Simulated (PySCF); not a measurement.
Compound: C₁₁H₁₀.
Structure used (PBE0-D3(BJ)/def2-SVP), in Å, numbered top down from 1:
```
atom  x, y, z in Å
C1     4.084   -1.145    0.059
C2     2.770   -0.526    0.051
C3     1.670   -0.009    0.044
C4     0.374    0.586    0.037
C5     0.189    1.988    0.017
C6    -1.082    2.567    0.011
C7    -2.255    1.796    0.024
C8    -2.069    0.422    0.044
C9    -0.806   -0.161    0.050
C10   -1.349   -1.568    0.071
C11   -2.776   -0.917    0.064
H12    4.139   -1.952    0.807
H13    4.324   -1.583   -0.923
H14    4.869   -0.410    0.299
H15    1.072    2.630    0.006
H16   -1.157    3.657   -0.005
H17   -3.239    2.269    0.019
H18   -1.112   -2.179   -0.814
H19   -1.108   -2.153    0.973
H20   -3.381   -1.118    0.963
H21   -3.384   -1.145   -0.825
```

Theory: PySCF 2.14.0, PBE0-D3(BJ)/def2-SVP geometry optimisation, gas phase.

Take the most abundant isotopes and a rigid rotor. 

Problem. Give the principal moments of inertia and the rotational constants in MHz.

Solution. Ia = 242.63, Ib = 706.93, Ic = 939.93 u·Å²; 505379 MHz·u·Å²/I gives A = 2083, B = 714.9, C = 537.7 MHz.

Problem. What kind of rotor is it?

Solution. An asymmetric top: κ = (2 × 714.9 − 2083 − 537.7)/(2083 − 537.7) = -0.77.

Problem. What does the inertial defect say?

Solution. Not planar: Δ = Ic − Ia − Ib = -9.63 u·Å². For a rigid frame Δ = −2 Σ m c², so Σ m c² = 4.81 u·Å² lies off the ab plane, practically all of it from hydrogen. The atom farthest from that plane is 0.99 Å away.

Problem. Which types of transition are allowed, and where do some lines up to J = 4 fall?

Solution. The dipole components are |μa| = 0.45 D, |μb| = 0.64 D, |μc| = 0.00 D. Intensities carry the squares of the components, which stand as 0.49 : 1.00 : 0.00 (a : b : c). Some lines, for components of 0.1 D or more:

| type | branch | J(Ka,Kc) | MHz | lower level (cm⁻¹) |
| --- | --- | --- | --- | --- |
| a | Q | 3(1,2) ← 3(1,3) | 1062 | 0.281 |
| b | Q | 3(1,2) ← 3(0,3) | 2057 | 0.248 |
| a | R | 2(1,2) ← 1(1,1) | 2328 | 0.087 |
| a | R | 4(3,1) ← 3(3,0) | 5045 | 0.688 |
| b | R | 4(1,4) ← 3(0,3) | 5621 | 0.248 |
| b | R | 2(2,1) ← 1(1,0) | 6787 | 0.093 |
| b | R | 2(2,0) ← 1(1,1) | 6980 | 0.087 |
| b | Q | 4(3,2) ← 4(2,3) | 7335 | 0.612 |
| b | R | 3(2,1) ← 2(1,2) | 8473 | 0.165 |
| b | R | 3(3,1) ← 2(2,0) | 11035 | 0.320 |

Not checked by PBE0-D3(BJ)/def2-SVP frequencies. No vibrational averaging or centrifugal distortion is included, and the geometry carries the error of its method. A rigid rotor knows nothing of internal rotation, which can split or shift real lines.

Cost: about 4 min of CPU time on one thread; the machine was shared, so the figure is rough. This is the geometry optimisation.
